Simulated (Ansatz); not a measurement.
A nudged elastic band was laid between two geometries of AlClH5N + H3N (12 atoms, charge 0, multiplicity 1).

All numbers below come from RKS PBE0/def2-mTZVP in Ansatz 0.2.0.

| Item | Value |
| --- | --- |
| movable images | 7 |
| climbing image | yes |
| spring | 5.0 eV/Å² |
| optimiser | quadratic models (default) |
| start path | through a guess of the saddle point |
| force threshold | 0.03 eV/Å |
| iteration limit | 60 |
| end points | relaxed |

Initial state:

```xyz
12
Properties=species:S:1:pos:R:3
Al -1.442 -0.664 -0.934
Cl 0.147 -0.236 -2.369
H -2.154 -2.069 -1.177
H -2.289 0.628 -0.535
H 0.360 -0.151 0.785
N -0.298 -0.959 0.687
H 1.422 1.290 -0.547
N 1.424 1.353 0.470
H -0.833 -1.038 1.549
H 0.267 -1.801 0.605
H 2.395 1.404 0.763
H 1.001 2.246 0.704
```

Final state:

```xyz
12
Properties=species:S:1:pos:R:3
Al -1.476 -0.808 -0.999
Cl -0.301 0.530 -2.259
H -1.321 -2.337 -1.415
H -2.897 -0.202 -0.609
H 0.312 -0.033 0.737
N -0.473 -0.725 0.751
H 1.432 1.376 -0.540
N 1.654 1.225 0.443
H -1.086 -0.467 1.519
H -0.070 -1.629 0.986
H 2.628 0.941 0.486
H 1.597 2.130 0.900
```

(1) What changes between the two ends?

(2) Give the energies along the band, and the barrier.

Results:

(1) No bond is made or broken.

(2) The run converged. The highest image is number 8 of 0 to 8, 0.027 eV above the first end and 0.000 eV above the last; the last end lies 0.027 eV above the first. The highest image is an end point: on this band no image between the ends rises above it.

```json
{"image": "0", "path coordinate (Å)": "0.00", "energy (eV)": "0.000"}
{"image": "1", "path coordinate (Å)": "0.30", "energy (eV)": "0.001"}
{"image": "2", "path coordinate (Å)": "0.60", "energy (eV)": "0.005"}
{"image": "3", "path coordinate (Å)": "0.90", "energy (eV)": "0.009"}
{"image": "4", "path coordinate (Å)": "1.20", "energy (eV)": "0.014"}
{"image": "5", "path coordinate (Å)": "1.50", "energy (eV)": "0.019"}
{"image": "6", "path coordinate (Å)": "1.80", "energy (eV)": "0.024"}
{"image": "7", "path coordinate (Å)": "2.10", "energy (eV)": "0.026"}
{"image": "8", "path coordinate (Å)": "2.14", "energy (eV)": "0.027"}
```

Time of the run: 3.2 min on 2 threads of AMD EPYC 9R14 (Zen 4) (shared host), peak memory 0.24 GiB.
